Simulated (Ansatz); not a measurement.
Species: sum formula AlO₃H₃, net charge 0, singlet state. 
Geometry from a B3LYP-D3(BJ)/def2-TZVP (Ansatz, a quantum-chemistry and plane-wave program) optimisation:
```xyz
7

O     -1.1117     1.2600     0.2047
Al     0.0000     0.0000     0.0000
O      1.6347     0.3487    -0.2675
O     -0.5230    -1.6087     0.0629
H     -0.8620     2.1846     0.1770
H      2.2992    -0.3308    -0.3888
H     -1.4371    -1.8538     0.2117
```
Charge 0, spin multiplicity 1.

Total electronic energies in hartree. Correlated levels leave the core frozen unless marked. No spin-orbit coupling. Non-relativistic. CBS marks a two-point X^-3 extrapolation of the correlation energy; Hartree-Fock from the larger set (for Q and 5 zeta extrapolated as (X+1)exp(-9√X)). The bracket is a focal-point correction in the basis named.

```json
[
 {"level": "HF/cc-pV(D+d)Z", "program": "Ansatz", "energy (Eh)": "-468.44551"},
 {"level": "HF/aug-cc-pV(T+d)Z", "program": "Ansatz", "energy (Eh)": "-468.55265"},
 {"level": "RI-HF/aug-cc-pV(Q+d)Z", "program": "Ansatz", "energy (Eh)": "-468.57091"},
 {"level": "BLYP/def2-TZVPD", "program": "Ansatz", "energy (Eh)": "-470.17439"},
 {"level": "B3LYP-D3(BJ)/def2-TZVPD", "program": "Ansatz + dftd3", "energy (Eh)": "-470.23344"},
 {"level": "B3LYP-D4/def2-TZVPD", "program": "Ansatz + dftd4", "energy (Eh)": "-470.23356"},
 {"level": "PBE0/def2-SVP", "program": "Ansatz", "energy (Eh)": "[?]"},
 {"level": "PBE0-D3(BJ)/def2-TZVP", "program": "Ansatz + dftd3", "energy (Eh)": "-469.84117"},
 {"level": "PBE0-D4/def2-TZVP", "program": "Ansatz + dftd4", "energy (Eh)": "-469.84143"},
 {"level": "BHLYP-D3(BJ)/def2-TZVPD", "program": "Ansatz + dftd3", "energy (Eh)": "-470.10002"},
 {"level": "wB97X/def2-TZVPD", "program": "Ansatz", "energy (Eh)": "-470.13903"},
 {"level": "MP2/STO-3G", "program": "Ansatz", "energy (Eh)": "-462.49835"},
 {"level": "MP2/6-31G*", "program": "Ansatz", "energy (Eh)": "-468.98946"},
 {"level": "MP2/aug-cc-pV(T+d)Z", "program": "Ansatz", "energy (Eh)": "-469.37748"},
 {"level": "MP2/cc-pV(T+d)Z", "program": "Ansatz", "energy (Eh)": "-469.35245"},
 {"level": "MP2/cc-pVTZ", "program": "Ansatz", "energy (Eh)": "-469.34615"},
 {"level": "MP2/cc-pV(Q+d)Z", "program": "Ansatz", "energy (Eh)": "-469.44119"},
 {"level": "SCS-MP2/STO-3G", "program": "Ansatz", "energy (Eh)": "-462.50548"},
 {"level": "SCS-MP2/aug-cc-pV(D+d)Z", "program": "Ansatz", "energy (Eh)": "-469.13689"},
 {"level": "CCSD/cc-pV(D+d)Z", "program": "Ansatz", "energy (Eh)": "-469.08801"},
 {"level": "CCSD(T)/cc-pV(D+d)Z", "program": "Ansatz", "energy (Eh)": "-469.10048"},
 {"level": "RI-MP2/CBS(cc-pV(T+d)Z,cc-pV(Q+d)Z)+[CCSD(T)-MP2]/cc-pV(Q+d)Z", "program": "Ansatz", "energy (Eh)": "-469.5187"},
 {"level": "CCSD(T)/CBS(cc-pV(Q+d)Z,cc-pV(5+d)Z)", "program": "Ansatz", "energy (Eh)": "-469.5229"}
]
```

Problem. Fill in the missing entries.

Solution. 
- PBE0/def2-SVP, energy (Eh): -469.45881
